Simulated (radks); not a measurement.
Problem. Kr5+, configuration [Ar] 3d10 4s1 4p2 (not the ground configuration). Calculated with a radial shooting solver on a logarithmic mesh with Libxc functionals: scalar-relativistic Kohn-Sham, r2SCAN, spin-unpolarised, spherical densities, finite nucleus; meta-GGA in the generalised Kohn-Sham scheme; Fermi nuclear charge, rms radius 4.1884 fm. Some entries of the table are withheld. Estimate them.

orbital  occ.  eigenvalue (hartree)  <r> (bohr)  <1/r> (bohr^-1)
1s          2             -524.5090     0.04149            36.76
2s          2                   (1)         (2)            8.181
2p          6             -63.79933      0.1601            7.986
3s          2             -12.71703      0.5282              (3)
3p          6             -10.11088      0.5381            2.555
3d         10                   (4)      0.5491            2.286
4s          1              -3.25323       1.401           0.9543
4p          2              -2.60313       1.541              (5)

Solution. 
(1) 2s eigenvalue (hartree): -71.87516
(2) 2s <r> (bohr): 0.1833
(3) 3s <1/r> (bohr^-1): 2.710
(4) 3d eigenvalue (hartree): -5.81161
(5) 4p <1/r> (bohr^-1): 0.8568
